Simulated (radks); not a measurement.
Isoelectronic series with 16 electrons, all held in the configuration [Ne] 3s2 3p4, which need not be the ground one along the series. All-electron calculation, Dirac Kohn-Sham, PBE, spin-unpolarised, spherical densities, point nucleus; open shells fill j = l - 1/2 first. Program: a radial shooting solver on a logarithmic mesh with Libxc functionals. Total energies (hartree) and orbital eigenvalues (eV):

\begin{tabular}{lrrrr}
ion & E (hartree) & 3p3/2 & 3p1/2 & 3s1/2 \\ \hline
S & -399.04893 & -6.9707 & -7.0544 & -17.2435 \\
K3+ & -599.04252 & -54.6489 & -54.9772 & -72.3723 \\
Ti6+ & -842.12504 & -131.8657 & -132.7078 & -157.3939 \\
Mn9+ & -1128.50894 & -237.2199 & -238.9837 & -271.0184 \\
Ni12+ & -1458.54493 & -370.3302 & -373.5928 & -413.0489 \\
Ga15+ & -1832.67198 & -531.0741 & -536.6142 & -583.5819 \\
Se18+ & -2251.40696 & -719.4328 & -728.2657 & -782.8526 \\
Rb21+ & -2715.34379 & -935.4416 & -948.8560 & -1011.187 \\
Zr24+ & -3225.15628 & -1179.170 & -1198.768 & -1268.987 \\
Tc27+ & -3781.60294 & -1450.711 & -1478.453 & -1556.722 \\
Pd30+ & -4385.53330 & -1750.180 & -1788.431 & -1874.933 \\
In33+ & -5037.89562 & -2077.708 & -2129.292 & -2224.231 \\
Te36+ & -5739.74613 & -2433.444 & -2501.701 & -2605.305 \\
Cs39+ & -6492.2599 & -2817.553 & -2906.406 & -3018.928 \\
Ce42+ & -7296.7435 & -3230.213 & -3344.240 & -3465.962 \\
\end{tabular}
